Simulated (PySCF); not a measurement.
Circular dichroism: `CC[C@H]1C[C@@H](F)[S@@]1=O`, C5H9FOS

Molfile (atoms numbered from 1):
```
C5H9FOS
     RDKit          3D

 17 17  0  0  0  0  0  0  0  0999 V2000
    2.2616   -0.4564   -0.3624 C   0  0  0  0  0  0  0  0  0  0  0  0
    1.2820    0.2685    0.5571 C   0  0  0  0  0  0  0  0  0  0  0  0
   -0.0661    0.4642   -0.1045 C   0  0  1  0  0  0  0  0  0  0  0  0
   -0.9423   -0.7725   -0.3037 C   0  0  0  0  0  0  0  0  0  0  0  0
   -2.2557   -0.1086    0.0749 C   0  0  1  0  0  0  0  0  0  0  0  0
   -3.0828   -0.8639    0.8520 F   0  0  0  0  0  0  0  0  0  0  0  0
   -1.3627    1.2843    0.9867 S   0  0  0  0  0  4  0  0  0  0  0  0
   -1.7567    2.5535    0.3908 O   0  0  0  0  0  0  0  0  0  0  0  0
    1.8843   -1.4421   -0.6240 H   0  0  0  0  0  0  0  0  0  0  0  0
    3.2234   -0.5756    0.1294 H   0  0  0  0  0  0  0  0  0  0  0  0
    2.4128    0.1094   -1.2786 H   0  0  0  0  0  0  0  0  0  0  0  0
    1.6888    1.2462    0.8251 H   0  0  0  0  0  0  0  0  0  0  0  0
    1.1543   -0.3043    1.4785 H   0  0  0  0  0  0  0  0  0  0  0  0
    0.0150    1.0643   -1.0111 H   0  0  0  0  0  0  0  0  0  0  0  0
   -0.9195   -1.2141   -1.2998 H   0  0  0  0  0  0  0  0  0  0  0  0
   -0.7027   -1.5434    0.4296 H   0  0  0  0  0  0  0  0  0  0  0  0
   -2.8407    0.3026   -0.7500 H   0  0  0  0  0  0  0  0  0  0  0  0
  1  2  1  0
  2  3  1  0
  3  4  1  0
  4  5  1  0
  5  6  1  0
  7  5  1  6
  7  8  2  0
  7  3  1  0
  1  9  1  0
  1 10  1  0
  1 11  1  0
  2 12  1  0
  2 13  1  0
  3 14  1  6
  4 15  1  0
  4 16  1  0
  5 17  1  6
M  END
```

Computed with TDDFT BHandHLYP/def2-SVPD circular dichroism and optical rotation, one conformer, gas phase in PySCF 2.14.0. Geometry: GFN2-xTB.

The molecule is flexible and this is one conformer; a measurement averages over conformers. States above about 8.2 eV (minus the energy of the highest occupied orbital) lie near or above the ionisation threshold and depend on the basis.

Q: Assign R or S to each stereocentre.

A: C3 S, C5 S, S7 R.

Q: List the lowest 12 singlet excitations with oscillator and rotatory strengths.

A: Rotatory strengths R in 10⁻⁴⁰ esu² cm², velocity form and length form (origin at the centre of mass); f in length form.
| state | E (eV) | λ (nm) | f | R (velocity) | R (length) | main |
| --- | --- | --- | --- | --- | --- | --- |
| 1 | 5.50 | 225 | 0.038 | -19.0 | -21.2 | HOMO→LUMO 0.86 |
| 2 | 5.89 | 210 | 0.007 | +10.9 | +13.3 | HOMO→LUMO+1 0.55, HOMO→LUMO+2 0.22 |
| 3 | 6.70 | 185 | 0.009 | +15.4 | +15.9 | HOMO−1→LUMO+1 0.43, HOMO−1→LUMO 0.29 |
| 4 | 7.00 | 177 | 0.051 | -1.8 | -2.4 | HOMO−1→LUMO 0.50, HOMO−1→LUMO+1 0.15 |
| 5 | 7.16 | 173 | 0.023 | +4.2 | +3.9 | HOMO→LUMO+2 0.42, HOMO→LUMO+4 0.24 |
| 6 | 7.37 | 168 | 0.087 | +0.9 | +0.9 | HOMO→LUMO+3 0.74, HOMO→LUMO+2 0.18 |
| 7 | 7.64 | 162 | 0.005 | +8.6 | +9.5 | HOMO→LUMO+4 0.36, HOMO→LUMO+1 0.20 |
| 8 | 7.95 | 156 | 0.005 | +10.3 | +9.3 | HOMO→LUMO+5 0.26, HOMO−1→LUMO+2 0.16 |
| 9 | 8.05 | 154 | 0.014 | -1.2 | -0.9 | HOMO→LUMO+5 0.40, HOMO→LUMO+6 0.13 |
| 10 | 8.11 | 153 | 0.003 | -4.4 | -3.2 | HOMO→LUMO+6 0.45, HOMO−1→LUMO+3 0.12 |
| 11 | 8.31 | 149 | 0.015 | +0.2 | +0.8 | HOMO−1→LUMO+3 0.56, HOMO−1→LUMO+2 0.32 |
| 12 | 8.47 | 146 | 0.039 | -17.5 | -17.0 | HOMO−1→LUMO+4 0.36, HOMO−1→LUMO+1 0.16 |

Among the states computed, the strongest CD band (largest |R|) is state 1. The largest dissymmetry factor in size, g = 4R/(D+G), with D and G the electric and magnetic dipole strengths, is +0.026 for state 8 (velocity form, f = 0.005), among bands with |R| over 0.5. The mirror image has the same energies and oscillator strengths and all R with the opposite sign.
